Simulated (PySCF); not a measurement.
BeH6OSi2, SMILES [SiH3][Be][O][SiH3].

Coordinates come from a ωB97X-D3(BJ)/def2-SVP optimisation. One conformer was computed; it need not be the lowest.

Calculation: M06-2X/def2-TZVP (PySCF).

Gas-phase values at a fixed geometry.

Computed frontier levels, gap, dipole moment and polarisability:
```
Quantity                                                                                                       Result
---------------------------------------------------------------------------------------------  ----------------------
highest occupied level                                                                                       -9.08 eV
lowest empty level                                                                                            0.01 eV
orbital gap                                                                                                   9.08 eV
dipole moment                                                                                                  0.91 D
quadrupole, principal values (traceless, Buckingham form, about the centre of nuclear charge)   -5.38, 2.69, 2.69 D·Å
mean static polarisability                                                                      73.5 bohr³ (10.89 Å³)
polarisability, principal values                                                               65.2, 65.2, 90.0 bohr³
```
